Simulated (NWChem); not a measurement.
System: CdHSF; SMILES [F][Cd][SH]

Input file for NWChem:

```
start job
memory heap 200 mb stack 900 mb global 1100 mb
geometry units angstroms
  Cd    -0.495716     0.084762     0.000000
  F     -0.642199     2.025343     0.000000
  S     -0.345947    -2.247944     0.000000
  H      1.018293    -2.216948     0.000000
end
basis spherical
  Cd library sto-3g
  F library sto-3g
  S library sto-3g
  H library sto-3g
end
dft
  xc hfexch
  iterations 150
end
driver
  maxiter 120
end
task dft optimize
task dft freq
```

Output (shortened):

```
             Northwest Computational Chemistry Package (NWChem) 7.3.0
             --------------------------------------------------------

 CS  symmetry detected

                             Geometry "geometry" -> ""
                             -------------------------

 Output coordinates in angstroms (scale by  1.889725989 to convert to a.u.)

  No.       Tag          Charge          X              Y              Z
 ---- ---------------- ---------- -------------- -------------- --------------
    1 Cd                  48.0000    -0.01093528     0.30129959     0.00000000
    2 F                    9.0000    -0.00155690     2.24737871     0.00000000
    3 S                   16.0000    -0.04843740    -2.03590849     0.00000000
    4 H                    1.0000     1.31390385    -2.11425282     0.00000000

 Effective nuclear repulsion energy (a.u.)     325.5909127666

      Symmetry information
      --------------------

 Group name             Cs
 Group number              2
 Group order               2
 No. of unique centers     4

                                Z-matrix (autoz)
                                --------

 Units are Angstrom for bonds and degrees for angles

      Type          Name      I     J     K     L     M      Value
      ----------- --------  ----- ----- ----- ----- ----- ----------
    1 Stretch                  1     2                       1.94610
    2 Stretch                  1     3                       2.33751
    3 Stretch                  3     4                       1.36459
    4 Bend                     1     3     4                92.37202
    5 Bend                     2     3     4                92.66421
    6 Torsion                  2     1     4     3         180.00000

  xc_inp: hfexch multiplicative factor not found.

                           NWChem Geometry Optimization
                           ----------------------------

 maximum gradient threshold         (gmax) =   0.000450
 rms gradient threshold             (grms) =   0.000300
 maximum cartesian step threshold   (xmax) =   0.001800
 rms cartesian step threshold       (xrms) =   0.001200
 fixed trust radius                (trust) =   0.300000
 source of zmatrix                         =   autoz

          -------------------
          Energy Minimization
          -------------------

 Using diagonal initial Hessian
 Scaling for Hessian diagonals: bonds = 1.00  angles = 0.25  torsions = 0.10

          --------
          Step   0

                                 NWChem DFT Module
                                 -----------------

 Summary of "ao basis" -> "ao basis" (spherical)
 ------------------------------------------------------------------------------
       Tag                 Description            Shells   Functions and Types
 ---------------- ------------------------------  ------  ---------------------
 Cd                          sto-3g                 11       27   5s4p2d
 F                           sto-3g                  3        5   2s1p
 S                           sto-3g                  5        9   3s2p
 H                           sto-3g                  1        1   1s

      Symmetry analysis of basis
      --------------------------

        a'         31
        a"         11

            General Information
            -------------------
          SCF calculation type: DFT
          Wavefunction type:  closed shell.
          No. of atoms     :     4
          No. of electrons :    74
           Alpha electrons :    37
            Beta electrons :    37
          Charge           :     0
          Spin multiplicity:     1
          Use of symmetry is: on ; symmetry adaption is: on
          Maximum number of iterations: 150
          AO basis - number of functions:    42
                     number of shells:    20
          Convergence on energy requested:  1.00D-06
          Convergence on density requested:  1.00D-05
          Convergence on gradient requested:  5.00D-04

              XC Information
              --------------
                     Hartree-Fock (Exact) Exchange  1.000

      Superposition of Atomic Density Guess
      -------------------------------------

 Sum of atomic energies:       -5903.11140898

      Non-variational initial energy
      ------------------------------

 Total energy =   -5902.804961
 1-e energy   =   -8839.757937
 2-e energy   =    2611.362064
 HOMO         =      -0.119960
 LUMO         =       0.157171

      Symmetry analysis of molecular orbitals - initial
      -------------------------------------------------

  Numbering of irreducible representations:

     1 a'          2 a"

  Orbital symmetries:

[...]

      ----------------------
      Optimization converged
      ----------------------

  Step       Energy      Delta E   Gmax     Grms     Xrms     Xmax
  ---- ---------------- -------- -------- -------- -------- --------
@    8   -5903.45318734 -9.9D-09  0.00000  0.00000  0.00003  0.00008
                                     ok       ok       ok       ok

                                Z-matrix (autoz)
                                --------

 Units are Angstrom for bonds and degrees for angles

      Type          Name      I     J     K     L     M      Value     Gradient
      ----------- --------  ----- ----- ----- ----- ----- ---------- ----------
    1 Stretch                  1     2                       1.79861   -0.00000
    2 Stretch                  1     3                       2.22024    0.00000
    3 Stretch                  3     4                       1.32912    0.00000
    4 Bend                     1     3     4                94.58249    0.00000
    5 Bend                     2     3     4                94.81025   -0.00000
    6 Torsion                  2     1     4     3         180.00000    0.00000

                         Geometry "geometry" -> "geometry"
                         ---------------------------------

 Output coordinates in angstroms (scale by  1.889725989 to convert to a.u.)

  No.       Tag          Charge          X              Y              Z
 ---- ---------------- ---------- -------------- -------------- --------------
    1 Cd                  48.0000    -0.00318714     0.29169920     0.00000000
    2 F                    9.0000     0.00899021     2.09026680     0.00000000
    3 S                   16.0000    -0.03793807    -1.92826802     0.00000000
    4 H                    1.0000     1.28510927    -2.05518100     0.00000000

 Effective nuclear repulsion energy (a.u.)     346.0648876383

      Symmetry information
      --------------------

 Group name             Cs
 Group number              2
 Group order               2
 No. of unique centers     4

                Final and change from initial internal coordinates
                --------------------------------------------------

                                Z-matrix (autoz)
                                --------

 Units are Angstrom for bonds and degrees for angles

      Type          Name      I     J     K     L     M      Value       Change
      ----------- --------  ----- ----- ----- ----- ----- ---------- ----------
    1 Stretch                  1     2                       1.79861   -0.14749
    2 Stretch                  1     3                       2.22024   -0.11727
    3 Stretch                  3     4                       1.32912   -0.03547
    4 Bend                     1     3     4                94.58249    2.21048
    5 Bend                     2     3     4                94.81025    2.14604
    6 Torsion                  2     1     4     3         180.00000    0.00000

[...]

 Rotational Constants
 --------------------
 A=   9.840817 cm-1  ( 14.158425 K)
 B=   0.078290 cm-1  (  0.112640 K)
 C=   0.077672 cm-1  (  0.111751 K)

 Temperature                      =   298.15K
 frequency scaling parameter      =   1.0000

 Zero-Point correction to Energy  =    7.959 kcal/mol  (  0.012683 au)
 Thermal correction to Energy     =   10.820 kcal/mol  (  0.017243 au)
 Thermal correction to Enthalpy   =   11.412 kcal/mol  (  0.018187 au)

 Total Entropy                    =   70.687 cal/mol-K
   - Translational                =   41.208 cal/mol-K (mol. weight = 165.8819)
   - Rotational                   =   22.805 cal/mol-K (symmetry #  =        1)
   - Vibrational                  =    6.673 cal/mol-K

 Cv (constant volume heat capacity) =   12.470 cal/mol-K
   - Translational                  =    2.979 cal/mol-K
   - Rotational                     =    2.979 cal/mol-K
   - Vibrational                    =    6.511 cal/mol-K

[normal modes left out]

 ----------------------------------------------------------------------------
 Normal Eigenvalue ||           Projected Infra Red Intensities
  Mode   [cm**-1]  || [atomic units] [(debye/angs)**2] [(KM/mol)] [arbitrary]
 ------ ---------- || -------------- ----------------- ---------- -----------
    1       -0.000 ||    0.000057           0.001         0.055       0.064
    2       -0.000 ||    0.000004           0.000         0.003       0.004
    3       -0.000 ||    0.000019           0.000         0.018       0.021
    4       -0.000 ||    0.008154           0.188         7.949       9.132
    5        0.000 ||    0.000311           0.007         0.304       0.349
    6        0.000 ||    0.000000           0.000         0.000       0.000
    7      144.909 ||    0.017554           0.405        17.112      19.658
    8      147.936 ||    0.017464           0.403        17.025      19.558
    9      447.451 ||    0.008334           0.192         8.125       9.334
   10      738.927 ||    0.029427           0.679        28.687      32.955
   11      846.166 ||    0.000636           0.015         0.620       0.712
   12     3244.566 ||    0.025193           0.581        24.560      28.214
 ----------------------------------------------------------------------------
```

Level: Hartree-Fock/STO-3G, non-relativistic.
